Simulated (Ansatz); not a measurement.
Harmonic frequencies (cm⁻¹) at PBE0-D4/def2-TZVP from Ansatz: 121, 270, 298, 324, 386, 492, 639, 788, 883, 906, 1034, 1149, 1254, 1301, 1380, 1431, 1811, 2699, 3000, 3074, 3700.

Each molecule was computed in one conformer, which needn't be the lowest.

(1) Which molecule is it?
A. `O=C(S)CO`
B. `O=CC(O)S`
C. `[GeH3][SiH]1BO1`
D. `CSC(=O)O`

Answers

(1) B.
